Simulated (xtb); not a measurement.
C4H5 (SMILES [CH]=CC=C), doublet, geometry from GFN2-xTB. Base run: GFN0-xTB (xtb).

xtb was given this input:
```
$ xtb mol.xyz --gfn 0 --uhf 1 --json

# file mol.xyz
9

C     -1.45006822    -1.07167082    -0.63158736
C     -0.25920185    -0.56808578    -0.50436756
C      0.13180099     0.47529935     0.45030056
C      1.36582743     0.95156397     0.53475037
H     -2.41592108    -0.96137587    -0.19544851
H      0.55153888    -0.91673113    -1.13669287
H     -0.65429776     0.84357236     1.09483111
H      2.15903411     0.59378581    -0.10123445
H      1.62949575     1.71810851     1.24396860
```

The base run was repeated with changes; each row names its change, and settings that it needs were set with it.

| change | ΔE vs base (kcal/mol) |
|---|---|
| base | 0.000 |
| file = coord | 0.000 |
| acc = 1000 | 0.000 |
| acc = 0.0001 | 0.000 |
